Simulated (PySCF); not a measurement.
Electronic structure of Fe¹⁹⁺ (iron, charge +19) at the UHF level

Configuration: [He] 2s2 2p3, high-spin 4S determinant. Calculation: PySCF 2.14, in an uncontracted even-tempered set (17 s from 4.2 bohr⁻², ratio 2.2; 11 p from 5.5 bohr⁻², ratio 2.2; 6 d from 24 bohr⁻², ratio 2.4; 5 f from 35 bohr⁻², ratio 2.4; 4 g from 53 bohr⁻², ratio 2.4); the non-relativistic Hamiltonian (point nucleus).

| Property | Result |
| --- | --- |
| Total energy | -990.330205 hartree |
| One-electron energy | -1093.4093 hartree |
| Hartree (Coulomb) energy | 134.1575 hartree |
| Exchange energy | -31.0784 hartree |
| Kinetic energy | 990.32847 hartree |
| ⟨S²⟩ | 3.7503 |
| ⟨L²⟩ | 0.000 |
| Sum of ⟨r⟩ | 1.282 bohr |
| Sum of ⟨r²⟩ | 0.3341 bohr² |
| Density at the nucleus (Gaussians lack the cusp) | 11800 bohr⁻³ |
| Spin density at the nucleus | 0.461 bohr⁻³ |

```csv
shell,electrons,mean orbital energy (hartree),"rms radius, mean of both spins (bohr)"
1s α,1,-296.59947,0.0681
1s β,1,-295.57512,0.0681
2s α,1,-61.47393,0.275
2s β,1,-59.30565,0.275
2p α,3,-58.09898,0.240
```

Spin-orbit constants ζ (cm⁻¹) from the X2C one-electron operator on these orbitals (non-relativistic here): bare nucleus, nucleus screened by l(l+1)(2l+1)/3 electrons, and screened by the Breit-Pauli mean field of the electrons.

```
shell   bare  screened nucleus  mean field
   2p  78930             72850       70680
```
